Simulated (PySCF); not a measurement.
C5H10OSi.
Geometry (PBE0-D3(BJ)/def2-SVP, Å), atoms numbered from 1 in this order:
```xyz
17
C5H10OSi angstrom
C      3.758   -0.369    1.514
C      2.840   -0.171    0.555
C      1.407   -0.177    0.760
C      0.530    0.029   -0.237
O     -0.800    0.024   -0.046
Si    -1.987    0.279   -1.215
C     -3.621    0.161   -0.337
H      3.463   -0.555    2.551
H      4.828   -0.351    1.293
H      3.183    0.013   -0.472
H      1.016   -0.357    1.767
H      0.883    0.214   -1.263
H     -1.779    1.625   -1.834
H     -1.849   -0.759   -2.284
H     -3.744   -0.832    0.120
H     -3.688    0.919    0.458
H     -4.450    0.324   -1.042
```

Linear response at wB97X-D/def2-SVPD (PySCF, frozen core in the response, non-relativistic).

Static isotropic polarisability: 103.09 au (15.28 Å³), principal values 69.4, 83.6, 156.2 au.

**Question.** What is the polarisability at 1064 nm and at the sodium D line?

**Answer.** 104.77 au at 1064 nm (+1.6 %), 109.03 au at 589.3 nm (+5.8 %). The rise at 589.3 nm is 3.54 times that at 1064 nm; a pure ω² law gives 3.26. The lowest singlet lies at 224 nm, shorter than both wavelengths.

**Question.** What is the isotropic C6 coefficient between two such molecules, C6 = (3/π)∫α(iω)² dω?

**Answer.** 3573 au (Eh·bohr⁶) by a ten-point quadrature over imaginary frequencies, which is 2140 eV·Å⁶ or 206 J·nm⁶/mol.

**Question.** Which effective excitation energy ω̄ makes London's formula C6 = (3/4)α²ω̄ exact here?

**Answer.** ω̄ = 4·C6/(3α²) = 0.448 Eh = 12.2 eV. A one-pole form α(ω) = α/(1 − ω²/ω̄²) fitted to the 1064 nm value gives 9.2 eV. London's choice of the ionisation energy (7.91 eV, ΔSCF at the same level) gives C6 = 2320 au, 35 % too low.

**Question.** What molar refraction at the D line follows from R = (4π/3)·N_A·α′, with α′ the polarisability volume?

**Answer.** α′ = 16.16 Å³ gives R = 40.76 cm³/mol, for isolated, non-vibrating species.

**Question.** What n − 1 at the D line would an ideal gas of it have at 273.15 K and 1 atm (2.6868 × 10¹⁹ cm⁻³), by n − 1 = 2π·N·α′?

**Answer.** 27.28 × 10⁻⁴, a formal value whether or not that pressure can be reached.

**Question.** How anisotropic is the static polarisability, by Δα² = ½[(α1 − α2)² + (α2 − α3)² + (α3 − α1)²]?

**Answer.** Δα = 80.7 au, or 0.78 of the isotropic value.

**Question.** How many electrons N does the Slater–Kirkwood formula C6 = (3/4)·√N·α^(3/2) need to give this C6?

**Answer.** N = (4·C6/3)²/α³ = 20.7; the species has 62 electrons in all.

**Question.** The lowest 10 singlets have (eV, f): 5.53, 0.965; 6.12, 0.002; 6.54, 0.000; 6.70, 0.007; 6.94, 0.002; 7.01, 0.020; 7.36, 0.020; 7.71, 0.000; 7.77, 0.002; 7.84, 0.005. What share of the static polarisability do they carry in the sum over states α = Σ f/ω²?

**Answer.** 24.22 au, 23.5 % of α; the largest term, 23.36 au, is that of the state at 5.53 eV. Their oscillator strengths add up to 1.02. Higher states carry the rest.

Hardware: one thread, Arm Neoverse V2 (aarch64), shared host with 32 logical CPUs at a one-minute load of 13. Cost: 83 s of wall time (with the writing of density and orbital grids), 1.2 GiB resident at most. This is the whole response run at wB97X-D/def2-SVPD, SCF included.

One conformer stands for the species.

wB97X-D is run here without its empirical dispersion term; that term would change no orbital, density or response property at a fixed geometry.
